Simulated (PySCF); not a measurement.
C₂H₁₀BOP.
Structure used (PBE0-D3(BJ)/def2-SVP), in Å, numbered top down from 1:
```
atom  x, y, z in Å
C1    -1.624   -0.790   -0.197
O2    -0.501    0.044   -0.455
C3    -0.796    1.435   -0.347
B4     0.883   -0.451    0.296
P5     2.349    0.500   -0.607
H6    -1.933   -0.696    0.857
H7    -1.313   -1.819   -0.400
H8    -2.446   -0.495   -0.865
H9    -1.090    1.677    0.687
H10   -1.605    1.680   -1.050
H11    0.121    1.973   -0.618
H12    0.735   -0.082    1.453
H13    0.845   -1.655    0.138
H14    2.962   -0.578   -1.310
H15    3.268    0.476    0.481
```

Level of theory: PBE0-D3(BJ)/def2-SVP geometry optimisation, gas phase in PySCF 2.14.0.

Take the most abundant isotopes and a rigid rotor. The values belong to one conformer with, in the numbering `[CH3:1][O+:2]([CH3:3])[BH2-:4][PH2:5]`, C1–O2–B4–P5 164°, O2–B4–P5–H -109° and 154°.

(1) Give the principal moments of inertia and the rotational constants in MHz.

(2) Classify the top.

(3) What does the inertial defect say?

(4) Give the other two planar moments, Paa and Pbb, and the rms extents of the mass along the axes.

(5) Which lines would a microwave search look for?

(6) Estimate the classical rotational partition function at 25 K, 100 K and 298.15 K.

## Answers

(1) Ia = 66.68, Ib = 253.93, Ic = 294.77 u·Å²; 505379 MHz·u·Å²/I gives A = 7579, B = 1990, C = 1714 MHz.

(2) A near-prolate asymmetric top: κ = (2 × 1990 − 7579 − 1714)/(7579 − 1714) = -0.91.

(3) Not planar: Δ = Ic − Ia − Ib = -25.84 u·Å². For a rigid frame Δ = −2 Σ m c², so Σ m c² = 12.92 u·Å² lies off the ab plane: 8.34 from hydrogen and 4.58 from heavier atoms. The atom farthest from that plane is 1.69 Å away.

(4) Paa = Σ m a² = (Ib + Ic − Ia)/2 = 241.01 and Pbb = Σ m b² = (Ia + Ic − Ib)/2 = 53.76 u·Å². With the mass M = 92.06 u, the rms extents √(P/M) along a, b and c are 1.62, 0.76, 0.37 Å.

(5) The dipole components are |μa| = 4.87 D, |μb| = 1.16 D, |μc| = 0.42 D. The squared components, which scale the intensities, stand as 1.00 : 0.06 : 0.01 (a : b : c). Some of the stronger lines:

```tsv
type	branch	J(Ka,Kc)	MHz	lower level (cm⁻¹)
a	Q	2(1,1) ← 2(1,2)	827	0.548
a	Q	3(1,2) ← 3(1,3)	1654	0.905
b	R	2(0,2) ← 1(1,1)	1811	0.310
a	R	1(0,1) ← 0(0,0)	3705	0.000
c	Q	3(1,3) ← 3(0,3)	4943	0.740
b	Q	3(1,2) ← 3(0,3)	6597	0.740
a	R	2(1,2) ← 1(1,1)	7134	0.310
a	R	2(0,2) ← 1(0,1)	7399	0.124
a	R	2(1,1) ← 1(1,0)	7685	0.319
a	R	3(1,3) ← 2(1,2)	10694	0.548
a	R	3(0,3) ← 2(0,2)	11074	0.370
a	R	3(2,2) ← 2(2,1)	11114	1.135
a	R	3(2,1) ← 2(2,0)	11154	1.135
a	R	3(1,2) ← 2(1,1)	11521	0.576
b	R	2(1,2) ← 1(0,1)	12722	0.124
c	R	2(1,1) ← 1(0,1)	13549	0.124
b	R	2(2,0) ← 1(1,1)	24737	0.310
b	R	3(2,2) ← 2(1,1)	27880	0.576
c	R	3(2,2) ← 2(1,2)	28707	0.548
```

(6) Point group C1, symmetry number σ = 1; q = (√π/σ)·√((kT/h)³/(ABC)), k/h = 20836.6 MHz/K: 4140 at 25 K, 33200 at 100 K, 171000 at 298.15 K.

PBE0-D3(BJ)/def2-SVP frequencies: not computed here. No vibrational averaging or centrifugal distortion is included, and the geometry carries the error of its method. A rigid rotor knows nothing of internal rotation, which can split or shift real lines. Quadrupole hyperfine structure (11B) is left out.

On one thread of an Arm Neoverse N1, no GPU, shared host with 64 logical CPUs at a one-minute load of 29, this took 2.1 min of wall time and 0.52 GiB of memory at its peak. This is the geometry optimisation.
